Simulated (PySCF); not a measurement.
**Worked example: dipole moment from atomic charges**

B(Cl)2(NCO) (CBCl₂NO), SMILES O=C=NB(Cl)Cl. Atoms are numbered in the order given.

```xyz
6

B      0.0000     0.0000     0.4285
Cl     0.0000     1.5226     1.3160
Cl     0.0000    -1.5226     1.3160
N      0.0000     0.0000    -0.9777
C      0.0000     0.0000    -2.1869
O      0.0000     0.0000    -3.3651
```

Coordinates come from a PBE-D3(BJ)/def2-SVP optimisation. This is a generated structure with no PubChem entry under its InChIKey; it may be hypothetical. The values are those of a single conformer.

Charges (e) from CAM-B3LYP/def2-TZVP run with PySCF:

```
atom     IAO  Mulliken
----  ------  --------
B1     0.252     0.122
Cl2   -0.063    -0.099
Cl3   -0.063    -0.099
N4    -0.370    -0.035
C5     0.588     0.301
O6    -0.344    -0.190
```

The dipole moment of the full density is 0.33 D.

**Question.** What dipole moment does each set of point charges give, and which comes closer to that of the density?

**Answer.** 
μ = Σ q r, and 1 e Å = 4.8032 D.
IAO: Σ q r = (0.000, 0.000, 0.176) e Å, |μ| = 0.84 D.
Mulliken: Σ q r = (0.000, 0.000, -0.193) e Å, |μ| = 0.93 D.
IAO comes closer in size. Point charges leave out the atoms' own dipoles (lone pairs, polarised bonds); fits to the potential absorb them, partitions of the density don't.
